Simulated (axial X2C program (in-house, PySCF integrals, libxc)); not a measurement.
**Spin–orbit effects down a group: molecules with H (ions), PBE0**

Computed with an in-house all-electron X2C program for linear molecules (integrals from PySCF), spin-free (one-electron X2C) or two-component (2c: spin–orbit coupling with atomic mean-field Coulomb and Gaunt terms, which also bring small scalar terms), in Dyall basis sets with cores contracted in-house; open shells are unrestricted.

Basis sets: Ag dyall-cv3z, Au dyall-cv3z, Cu dyall-cv3z, H dyall-v3z.

| molecule | spin-free state | Re (Å) | ωe (cm⁻¹) | De (eV) | 2c state | Re 2c (Å) | ωe 2c (cm⁻¹) | De 2c (eV) |
| --- | --- | --- | --- | --- | --- | --- | --- | --- |
| CuH⁺ | M_S = 1/2, Λ = 0 | 1.466 | 1900.6 | 1.32 | Ω = 1/2 | 1.466 | 1899.0 | 1.32 |
| AgH⁺ | M_S = 1/2, Λ = 0 | 1.685 | 1160.2 | 0.65 | Ω = 1/2 | 1.685 | 1163.3 | 0.65 |
| AuH⁺ | M_S = 1/2, Λ = 0 | 1.533 | 2232.1 | 2.17 | Ω = 1/2 | 1.535 | 2235.7 | 2.26 |

Fragments in 2c: Cu+ + H, Ag+ + H, Au+ + H. Each entry is the lowest single determinant of a limited PBE0 search at one distance. De goes to single-determinant-based atoms at the same level (for ions the charge split of lowest energy) and is withheld (n/a) where an atom does not fit its ground term or J level. Main or longest-lived isotopes.
